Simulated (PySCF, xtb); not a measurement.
CCuO, SMILES O=[C+][Cu], charge +1, multiplicity 1.

Harmonic wavenumbers (cm⁻¹) from GFN2-xTB (xtb) at its own minimum, in rising order: 237, 237, 273, 2296.

**Question.** What does PySCF with PBE-D3(BJ)/def2-TZVP give at its own minimum? (Estimate from the structure and the level; the computed values follow.)

**Answer.** 294, 294, 411, 2213. Paired by order, the mean absolute difference is 84 cm⁻¹ and the zero-point energies are 4.4 and 4.6 kcal/mol.
